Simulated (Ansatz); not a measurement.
Gas-phase electronic energies from Ansatz, PBE0-D4/def2-TZVP geometries. CBS: MP2 limit from def2 TZ/QZ plus the TZ coupled-cluster correction, frozen cores. Each species was taken in one conformer, which may not be the lowest.

Consider the cleavage of the Si–Si bond: `CO[Si](O)([SiH3])Cl` + `O=C(O)O` → `O=C(O)O[SiH3]` + `CO[SiH](O)Cl`.

| level | ΔE (eV) |
| --- | --- |
| SCS-MP2/def2-TZVPP | -1.02 |
| CCSD/def2-TZVPP | -0.94 |

Task: What does CCSD(T)/CBS give? (Best estimate.)

Result: Ansatz gave: -0.90 eV. The listed levels differ from it by -0.12, -0.04 eV.

Largest T1 diagnostic among the species: 0.014.

The D4 term adds +0.06 eV with B3LYP and +0.04 eV with PBE0; it sums over pairs of atoms, weighted by their polarisabilities, and B3LYP, whose exchange is more repulsive, gets the larger term. In def2-TZVPP, CCSD(T) changes the Hartree–Fock value by +0.24 eV (the triples alone add +0.03 eV) and MP2 by +0.17 eV.

B3LYP here is the variant with VWN-RPA as its local correlation; programs differ in this.
